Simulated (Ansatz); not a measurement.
```yaml
crystal:
  periodic: [false, false, false]
  atoms:
    - {symbol: O, position_ang: [0.282594, -0.395797, -0.700268]}
    - {symbol: Sb, position_ang: [0.232594, -0.695797, -0.750268]}
    - {symbol: F, position_ang: [1.531045, -0.697458, 0.637554]}
    - {symbol: F, position_ang: [-1.130891, -1.325582, 0.414319]}
    - {symbol: H, position_ang: [-0.365538, 1.478071, 0.278427]}
basis:
  gaussian: {orbitals: ANO-RCC-VTZP}
hamiltonian: {xc: {name: PBE}, dispersion: d4}
output: {forces: true}
```

```sh
$ ansatz run in.yaml --threads 2 --pin off --events-out ev --progress --plain --max-ram 4352MiB
```

Output, abridged:

```
Functional definition: PBE
1351 factors; their error is unknown
mean field evaluation 1: about -180725.4269 eV, gradient 3.4e2 eV
mean field evaluation 2: about -180426.4662 eV, gradient 4.8e2 eV
mean field evaluation 4: about -180763.6930 eV, gradient 1.6e2 eV
mean field evaluation 8: about -180788.1335 eV, gradient 5.5e1 eV
mean field evaluation 16: about -180800.6994 eV, gradient 6.5e0 eV
mean field evaluation 32: about -180799.9681 eV, gradient 1.9e-4 eV
a density is far from that of the atoms, so the factors are made again for it
1639 factors; integrals over basis functions are off by at most 3.6e-4 eV
mean field -180800.67971399 eV, -6644.3024283869 hartree, gradient 2.2e-5 eV, S^2 0.000000; 0 other end points of the search recorded, 0 dependent functions left out
reference -180800.67976531 eV, -6644.3024302728 hartree; 39, 39 occupied and 133, 133 virtual orbitals, 1639 factors
Total energy: -180800.80451197 eV, -6644.3070146280 hartree
Relativity: scalar
Atom 0 at     0.282594    -0.395797    -0.700268 Å, force  3706.439582 22204.421993  3684.157759 eV/Å
Atom 1 at     0.232594    -0.695797    -0.750268 Å, force -3711.147007 -22199.092787 -3687.110889 eV/Å
Atom 2 at     1.531045    -0.697458     0.637554 Å, force     4.226339    -2.122936     4.623248 eV/Å
Atom 3 at    -1.130891    -1.325582     0.414319 Å, force     0.644645    -2.326989    -0.731660 eV/Å
Atom 4 at    -0.365538     1.478071     0.278427 Å, force    -0.163560    -0.879281    -0.938458 eV/Å
Dipole moment:     0.208760     0.006864    -0.634609 e Å
```

Problem. Something in this input is off. What?

Solution. One atom was put on top of another. The calculation finished and met its thresholds. The result belongs to that input, not to the molecule as meant.
